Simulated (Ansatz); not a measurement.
```yaml
crystal:
  periodic: [false, false, false]
  atoms:
    - {symbol: Cl, position_ang: [-1.609844, -1.607361, -2.230692]}
    - {symbol: Ga, position_ang: [-0.523578, -0.532565, -0.735761]}
    - {symbol: C, position_ang: [0.940620, 0.800895, -0.704755]}
    - {symbol: S, position_ang: [0.824755, 0.800059, 1.118905]}
    - {symbol: C, position_ang: [-0.527875, -0.422414, 1.241814]}
    - {symbol: H, position_ang: [1.915800, 0.463251, -1.058882]}
    - {symbol: H, position_ang: [0.718836, 1.779008, -1.134324]}
    - {symbol: H, position_ang: [-1.423331, -0.005495, 1.705235]}
    - {symbol: H, position_ang: [-0.226883, -1.321681, 1.781359]}
basis:
  gaussian: {orbitals: def2-SVP}
hamiltonian: {xc: {name: r2SCANh}}
smearing: {width: 0.1}
```

```sh
$ ansatz run in.yaml --threads 4 --pin off --events-out ev --progress --plain --max-ram 10444MiB
```

Q: How does Ansatz answer? (Best estimate.)

A: The calculation gave: The program refused the input.
```
Error: YAML parse error: error: line 16 column 1: unknown field `smearing`, expected one of crystal, accuracy, basis, kpoints, hamiltonian, magnetization, projection, total_charge, correlation, batch, efield, external_charges, scf, relax, neb, saddle, md, ramp, phonons, dielectric, real_time, elastic, magnetic_configurations, gw, evaluate, workflow, output, checkpoint, execution
14 |   gaussian: {orbitals: def2-SVP}
15 | hamiltonian: {xc: {name: r2SCANh}}
16 | smearing: {width: 0.1}
```
